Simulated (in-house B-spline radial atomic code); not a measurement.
**Ionising Si⁵⁺ with different functionals**

Computed with an all-electron radial atomic-structure program (B-spline basis): scalar-relativistic (spin-free X2C) Hamiltonian, Fermi nucleus of rms radius 3.1224 fm, spin-polarised at highest spin, spherical fractional occupations for the functionals, the average over the highest-spin determinants for Hartree-Fock. The ionisation energy is the difference of two self-consistent energies, [He] 2s2 2p5 → [He] 2s2 2p4, without Breit or QED terms; ε is the level of the shell that loses the electron (its least bound occupied spin orbital).

Hybrids are left out here: with spherical fractional occupations of an open shell their exact exchange keeps a self-interaction that integer-occupation calculations don't have.

```
           method          rung  ΔSCF (eV)  -ε(2p) (eV)
     Hartree-Fock  Hartree-Fock     203.68       206.34
         LDA VWN5           LDA     205.80       186.14
         LDA PW92           LDA     205.79       186.13
LDA exchange-only           LDA     203.18       183.69
              PBE           GGA     205.75       186.10
           PBEsol           GGA     205.45       185.85
             BLYP           GGA     205.81       186.15
             RPBE           GGA     205.62       186.01
             PW91           GGA     206.02       186.35
             BP86           GGA          ?            ?
             AM05           GGA     205.36       185.78
             OLYP           GGA     205.79       186.39
             TPSS      meta-GGA     205.91       186.41
             SCAN      meta-GGA     206.24       187.25
           r2SCAN      meta-GGA          ?            ?
          revTPSS      meta-GGA     205.59       186.13
```

What does BP86 give?

ΔSCF 205.96 eV, and -ε(2p) = 186.28 eV.

What does r2SCAN give?

ΔSCF 206.18 eV, and -ε(2p) = 187.17 eV.

How do they compare with the NIST value?

NIST lists 205.28 eV ± 0.005 (semi-empirical, ground level to ground level). Errors run from -2.10 to +0.96 eV; AM05 is closest (+0.09 eV), but part of that can be cancellation, since the calculations leave out spin-orbit coupling, Breit-QED terms, multiplet and fine-structure energies. Hartree-Fock also lacks correlation.
